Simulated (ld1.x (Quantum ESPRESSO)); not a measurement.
# Before and after: PAW potential for Ga (Z = 31)

ld1.x (Quantum ESPRESSO) 7.5 input, shortened:

```
&input
   title='Ga', zed=31., rel=1, dft='PBE', iswitch=3,
   config='[Ar] 3d10 4s2 4p1'
 /
 &inputp
   pseudotype=3, lpaw=.true., tm=.true., lloc=-2, rcloc=2.70,
   nlcc=.false.,
   which_augfun='PSQ', rmatch_augfun=0.75
 /
6
4S  1  0   2.00   0.00  1.25  1.60  0.0
4S  1  0   0.00   0.15  1.25  1.60  0.0
4P  2  1   1.00   0.00  2.35  2.95  0.0
4P  2  1   0.00   1.65  2.35  2.95  0.0
3D  3  2  10.00   0.00  0.80  0.95  0.0
3D  3  2   0.00  -1.00  0.80  0.95  0.0
 &test
   configts(1)='3d10 4s2 4p1'
 /
```

All-electron outer shells of the reference configuration (PBE, scalar-relativistic, ld1.x):

| shell | level (eV) | outermost node (bohr) | outermost maximum (bohr) |
| --- | --- | --- | --- |
| 3s | -148.13 | 0.27 | 0.56 |
| 3p | -98.86 | 0.24 | 0.56 |
| 3d | -19.15 | – | 0.53 |
| 4s | -8.95 | 0.81 | 1.90 |
| 4p | -2.58 | 0.87 | 2.53 |

Change: waves 4p (bound): rcut 2.00, rcutus 2.12 bohr; 4p channel at 1.65 Ry: rcut 2.00, rcutus 2.12 bohr.

Cutoffs: the cutoffs (Ry, on a coarse ladder) from which the occupation-weighted sum of valence levels, in a spherical-Bessel basis at the reference potential, stays within 10 and 1 mRy of its value at 400 Ry; they do not see the model core or the augmentation charge, which bear on the density cutoff. Errors are all-electron minus pseudo energies relative to the spin-unpolarised reference configuration.

Problem. Predict the effect on cutoff, ghosts and configuration errors.

Solution. The potential gets neither clearly harder nor softer (180 Ry and 300 Ry → 180 Ry and 300 Ry); of the 7 tests that both files solve, the error grows in 2 and shrinks in 1 by more than 15 % and 0.3 meV (median size 2.3 → 4.9 meV); neither file shows a bound ghost at the reference potential, the only one tested.

| quantity | base | changed |
| --- | --- | --- |
| cutoff, loose | 180 Ry | 180 Ry |
| cutoff, tight | 300 Ry | 300 Ry |
| bound ghosts | none | none |
| error for 3d10 4s2 4p0, meV [ΔE 5.69 eV] | -0.7 | -0.7 |
| error for 3d10 4s1 4p0, meV [ΔE 26.82 eV] | -5.1 | -4.9 |
| error for 3d10 4s0 4p0, meV [ΔE 58.09 eV] | -15 | -15 |
| error for 3d10 4s0 4p3, meV [ΔE 13.37 eV] | -2.3 | +88 |
| error for 3d9 4s2 4p1, meV [ΔE 27.70 eV] | -314 | +841 |
| error for 3d10 4s1 4p1, meV [ΔE 13.06 eV] | -1.7 | -1.1 |
| error for 3d10 4s2 4p0.5, meV [ΔE 2.03 eV] | -0.2 | -0.2 |
| lowest overlap eigenvalue by channel | s 0.14, p 0.58, d 1.00 | s 0.14, p 0.43, d 1.00 |

Changed file: These tests converged, but a pseudo level misses the all-electron one widely, so the file describes the atom poorly there or has found another state: 3d9 4s2 4p1: 3d by 2.7 eV.
